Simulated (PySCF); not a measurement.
PySCF 2.14 output of an unrestricted PBE calculation on a single atom or ion in x2c-QZVPPall (13s8p7d4f2g, 118 functions), with the spin-free X2C one-electron Hamiltonian (Gaussian nucleus):

```
SCF conv_tol = 1e-09
number electrons alpha = 24  beta = 18
    J. P. Perdew, K. Burke, and M. Ernzerhof.,  Phys. Rev. Lett. 77, 3865 (1996)
    J. P. Perdew, K. Burke, and M. Ernzerhof.,  Phys. Rev. Lett. 78, 1396 (1997)
    J. P. Perdew, K. Burke, and M. Ernzerhof.,  Phys. Rev. Lett. 77, 3865 (1996)
    J. P. Perdew, K. Burke, and M. Ernzerhof.,  Phys. Rev. Lett. 78, 1396 (1997)
cycle= 1 E= -4528.96089439863  delta_E= -0.0209  |g|= 0.0398  |ddm|= 0.417
cycle= 2 E= -4528.96095353461  delta_E= -5.91e-05  |g|= 0.0151  |ddm|= 0.0169
cycle= 3 E= -4528.96096135627  delta_E= -7.82e-06  |g|= 0.000996  |ddm|= 0.0037
cycle= 4 E= -4528.96096144397  delta_E= -8.77e-08  |g|= 0.000543  |ddm|= 0.00128
cycle= 5 E= -4528.96096149584  delta_E= -5.19e-08  |g|= 1.93e-05  |ddm|= 0.000502
cycle= 6 E= -4528.96096149591  delta_E= -7e-11  |g|= 1.97e-07  |ddm|= 2.54e-05
converged SCF energy = -4528.96096149591  <S^2> = 12.000313  2S+1 = 7.0000893
```

The run itself started from symmetry-adapted Hartree-Fock orbitals and held the occupation by maximum overlap, on a logarithmic radial grid, so the iterations belong to that start.

Task: Which element, charge and spin multiplicity is this?

Result: Ru²⁺ (ruthenium, charge +2), multiplicity 7; the state was [Kr] 4d5 5s1, high-spin 7S determinant (an excited configuration).
